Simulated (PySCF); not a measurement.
**V⁺: ionisation energy**

V⁺ [Ar] 3d4 (5D) → V²⁺ [Ar] 3d3 (4F), as a difference of total energies. Calculation: PySCF 2.14, in 6-31G* (5s4p2d1f, 34 functions); the non-relativistic Hamiltonian (point nucleus). The calculations carry no spin-orbit coupling.

```json
{"method": "B3LYP", "ionisation energy (eV)": "14.149", "difference from reference (eV)": "-0.485"}
{"method": "PBE", "ionisation energy (eV)": "14.330", "difference from reference (eV)": "-0.304"}
```

Reference: 14.634 ± 0.007 eV (measured; NIST Atomic Spectra Database, ionization energies).

These non-relativistic numbers lack the scalar-relativistic shift.

The reference lies between the lowest fine-structure levels, while these numbers refer to the centres of the terms.
